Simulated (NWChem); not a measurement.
System: GeH2O, singlet; SMILES [OH][GeH]

Computed with NWChem. Medium grid unless said otherwise, to which SCAN and Minnesota functionals are sensitive. Low-valent species are run as closed-shell singlets; no triplet was tried in these runs. The geometry was optimised at PBE-D3(BJ)/def2-SVP.

Among these, which level gives the lowest value of “dipole (D)”?
(A) LC-BLYP (range parameter 0.33 per bohr)/def2-TZVP
(B) PBE/def2-TZVP
(C) M05-2X/def2-TZVP
(D) r2SCAN/def2-TZVP

B, PBE/def2-TZVP. Values: PBE/def2-TZVP 1.08; r2SCAN/def2-TZVP 1.16; LC-BLYP (range parameter 0.33 per bohr)/def2-TZVP 1.28; M05-2X/def2-TZVP 1.34
